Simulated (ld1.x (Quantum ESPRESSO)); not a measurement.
**Before and after: TM semilocal potential for Li (Z = 3)**

ld1.x (Quantum ESPRESSO) 7.5 input, shortened:

```
&input
   title='Li', zed=3., rel=1, dft='PBE', iswitch=3,
   config='[He] 2s0 2p0'
 /
 &inputp
   pseudotype=1, tm=.true., lloc=0,
   nlcc=.false.
 /
2
2P  2  1   0.00   0.00  4.20  4.20  0.0
1S  1  0   2.00   0.00  0.40  0.40  0.0
 &test
   configts(1)='1s2 2s0 2p0'
 /
```

All-electron outer shells of the reference configuration (PBE, scalar-relativistic, ld1.x):

```tsv
shell	level (eV)	outermost node (bohr)	outermost maximum (bohr)
1s	-60.41	–	0.36
2s	-6.79	0.81	2.53
2p	-4.75	–	2.53
```

Change: wave 1s (bound): rc 0.40 bohr becomes 1s (bound): rc 0.30 bohr.

Cutoffs: the cutoffs (Ry, on a coarse ladder) from which the occupation-weighted sum of valence levels, in a spherical-Bessel basis at the reference potential, stays within 10 and 1 mRy of its value at 400 Ry; they do not see the model core or the augmentation charge, which bear on the density cutoff. Errors are all-electron minus pseudo energies relative to the spin-unpolarised reference configuration.

Problem. How do hardness, ghosts and transferability respond?

Solution. Of the 4 tests that both files solve, the error grows in 0 and shrinks in 2 by more than 15 % and 0.3 meV (median size 2.3 → 1.8 meV); neither file shows a bound ghost. A semilocal file is local in each channel, so a ghost entry of none says nothing of the separable form that plane-wave codes build from it.

| quantity | base | changed |
| --- | --- | --- |
| cutoff, loose | over 300 Ry | over 300 Ry |
| cutoff, tight | over 300 Ry | over 300 Ry |
| bound ghosts | none | none |
| error for 1s2 2s1 2p0, meV [ΔE -5.30 eV] | -0.7 | -0.2 |
| error for 1s2 2s0.5 2p0, meV [ΔE -3.25 eV] | -0.5 | -0.1 |
| error for 1s2 2s0 2p1, meV [ΔE -3.51 eV] | +6.3 | +6.4 |
| error for 1s1 2s1 2p0, meV [ΔE 63.11 eV] | +3.8 | -3.5 |
| s: phases at 4.57 bohr within 0.05 rad from the reference energy up to (Ry; the scan ends near 5) | to the end of the scan | to the end of the scan |
| p: phases at 4.57 bohr within 0.05 rad from the reference energy up to (Ry; the scan ends near 5) | 0.2 | 0.2 |
